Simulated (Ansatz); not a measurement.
Consider the ligand exchange at the Si–C bond: `[SiH3]C(Br)Br` + `[OH][Al]([Cl])[Cl]` → `[SiH3][O][Al]([Cl])[Cl]` + `BrCBr`.

Isolated molecules relaxed with PBE0-D4/def2-TZVP in Ansatz; ΔE leaves out vibrations. CCSD(T)/CBS adds triple-zeta CCSD(T) − MP2 to the extrapolated MP2 energy (def2 sets, frozen cores). Functionals use def2-TZVPP. For Br outer-core shells are correlated without core-valence functions, which leaves a few kJ/mol of doubt a bond. Scalar relativity is left out up to krypton. One conformer a species, not always the lowest.

```tsv
level	ΔE (kJ/mol)
PBE-D4	-95.7
PBE	-99.3
r2SCAN	-110.0
CCSD/def2-TZVPP	-116.5
MP2/def2-QZVPP	-108.0
SCS-MP2/def2-QZVPP	-115.3
HF/CBS(def2)	-147.3
MP2/CBS(def2)	-105.9
```

What does CCSD(T)/CBS give? (Estimate.)

Ansatz gave: -108.0 kJ/mol. The listed levels differ from it by 12.3, 8.7, -2.0, -8.5, 0.0, -7.3, -39.3, 2.1 kJ/mol.

Largest T1 diagnostic among the species: 0.010.

The D4 term adds +6.2 kJ/mol with B3LYP and +2.9 kJ/mol with PBE0; it sums over pairs of atoms, weighted by their polarisabilities, and B3LYP, whose exchange is more repulsive, gets the larger term. In def2-TZVPP, CCSD(T) changes the Hartree–Fock value by +33.6 kJ/mol (the triples alone add +5.4 kJ/mol) and MP2 by +35.6 kJ/mol. From PBE to PBE0 (25 % exact exchange), in def2-TZVPP and without D4, ΔE moves by −8.0 kJ/mol.

B3LYP here is the variant with VWN-RPA as its local correlation; programs differ in this.
